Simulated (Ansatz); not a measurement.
System: sum formula TaOF₂ (charge 0, doublet). The spin state was set by rule; other spins were not relaxed. SMILES of the parent species: [F][Ta]([F])=[O]
Geometry from a B3LYP-D3(BJ)/def2-TZVP (Ansatz, a first-principles code) optimisation:
```xyz
4

Ta     0.0002    -0.0001     0.0000
O      1.5898    -0.5544    -0.3523
F     -0.6091    -0.4706     1.7282
F     -0.8054     0.9639    -1.4147
```
Charge 0, spin multiplicity 2.

Parts of the frozen-core correlation energy in def2-TZVPP (Ansatz, hartree). Frozen orbitals: 7; correlated occupied orbitals by spin: 13 and 12; virtual: 129 and 130. Open shells are spin-unrestricted. No spin-orbit coupling. Past Kr the def2 sets carry scalar-relativistic core potentials.

```json
[
 {"term": "reference (HF)", "value": "-330.44051"},
 {"term": "MP2 opposite-spin", "value": "-0.65056"},
 {"term": "MP2 same-spin", "value": "[?]"},
 {"term": "CCSD correlation", "value": "[?]"},
 {"term": "(T)", "value": "[?]"},
 {"term": "T1 diagnostic", "value": "0.025"},
 {"term": "largest doubles amplitude", "value": "0.062"},
 {"term": "<S^2> of the reference", "value": "0.775"}
]
```

Problem. Complete the blanks.

Solution. 
- MP2 same-spin, value: -0.25107
- CCSD correlation, value: -0.87714
- (T), value: -0.03880
